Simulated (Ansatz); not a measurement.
```xyz
12

O     1.754   -2.423    0.313
Al    0.826   -1.044    0.003
N    -0.363   -0.276    1.084
C    -1.079    0.911    0.664
O    -0.726    1.340   -0.628
Si    0.384    0.631   -1.647
H     1.746   -2.950    1.108
H    -0.638   -0.558    2.013
H    -2.163    0.729    0.663
H    -0.880    1.746    1.351
H     1.431    1.631   -1.999
H    -0.292    0.263   -2.924
```

The species carries charge 0 and has multiplicity 1.

Task: List the PBE/def2-TZVPP orbital energies in eV (Ansatz 0.2.0). (Estimate.)

Result: The calculation gave: Occupied: -1779.63, -1506.21, -510.15, -509.93, -380.05, -271.04, -137.32, -106.52, -94.10, -94.02, -94.02, -68.59, -68.44, -68.41, -25.39, -24.28, -21.26, -16.17, -12.87, -12.62, -12.32, -11.43, -10.82, -9.47, -8.45, -8.30, -7.94, -7.72, -6.65, -6.04, -5.53. Lowest empty: -1.22, -1.10, -0.65, 0.58, 0.68, 1.38, 1.52, 1.93.
